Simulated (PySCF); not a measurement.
Molfile (atoms numbered from 1):
```
C5H10Si
     RDKit          3D

 16 16  0  0  0  0  0  0  0  0999 V2000
   -1.6442    0.8380   -1.2175 C   0  0  0  0  0  0  0  0  0  0  0  0
   -0.8379    0.1553   -0.4086 C   0  0  0  0  0  0  0  0  0  0  0  0
   -1.3889   -0.6808    0.7076 C   0  0  0  0  0  0  0  0  0  0  0  0
    0.6203    0.2212   -0.5657 C   0  0  2  0  0  0  0  0  0  0  0  0
    1.5485   -0.8929   -0.0567 C   0  0  0  0  0  0  0  0  0  0  0  0
    1.7946    0.7297    0.8511 Si  0  0  0  0  0  4  0  0  0  0  0  0
   -2.7145    0.8237   -1.1038 H   0  0  0  0  0  0  0  0  0  0  0  0
   -1.2601    1.4377   -2.0256 H   0  0  0  0  0  0  0  0  0  0  0  0
   -0.9272   -0.4124    1.6566 H   0  0  0  0  0  0  0  0  0  0  0  0
   -2.4642   -0.5448    0.7891 H   0  0  0  0  0  0  0  0  0  0  0  0
   -1.1917   -1.7371    0.5251 H   0  0  0  0  0  0  0  0  0  0  0  0
    0.9028    0.6104   -1.5391 H   0  0  0  0  0  0  0  0  0  0  0  0
    1.0711   -1.7229    0.4434 H   0  0  0  0  0  0  0  0  0  0  0  0
    2.2828   -1.2390   -0.7714 H   0  0  0  0  0  0  0  0  0  0  0  0
    1.2639    0.8661    2.1950 H   0  0  0  0  0  0  0  0  0  0  0  0
    2.9372    1.5569    0.5091 H   0  0  0  0  0  0  0  0  0  0  0  0
  1  2  2  0
  2  3  1  0
  2  4  1  0
  4  5  1  0
  5  6  1  0
  6  4  1  0
  1  7  1  0
  1  8  1  0
  3  9  1  0
  3 10  1  0
  3 11  1  0
  4 12  1  6
  5 13  1  0
  5 14  1  0
  6 15  1  0
  6 16  1  0
M  END
```

Theoretical values (PySCF 2.14.0 with density-fitted response routines): shielding tensors at PBE0/pcSseg-1 (GIAO), GFN2-xTB geometry. No relativistic terms, fast rotation and ring inversion assumed for equivalent nuclei, gas phase, one conformer.

Referencing at the same level of theory: ¹³C (σref 186.93) against TMS.

Do the ¹³C shifts follow the atomic charges (in e)? Tabulate both.

Results:


```tsv
atoms	hybridisation	δ (ppm)	σ para (ppm)	Hirshfeld	IAO	Mulliken	ESP-fitted
C2	sp2	153.1	-223	+0.01	+0.04	-0.35	+0.38
C1	sp2	113.9	-179	-0.13	-0.36	-0.07	-0.71
C3	sp3	21.9	-83	-0.12	-0.42	-0.17	-0.50
C4	sp3	21.2	-87	-0.10	-0.34	-0.38	-0.25
C5	sp3	-0.5	-66	-0.17	-0.52	-0.39	-0.49
```

Correlation coefficients of δ with charge over these carbons: Hirshfeld +0.73, IAO +0.83, Mulliken +0.29, ESP-fitted +0.52; with the paramagnetic shielding -1.00. With so few points, grouped by hybridisation, these coefficients are fragile. Charge is one influence among several: hybridisation and low-lying excitations act through the paramagnetic term.

Shifts are as computed. Against solution values, carbons near 30 ppm lie about +3 ppm off and those near 130 ppm about +5 ppm. Of 1211 compounds with measured shifts, 218 miss one by over three times the rms of a fit or turn the order of signals round; such compounds aren't used in these exercises.
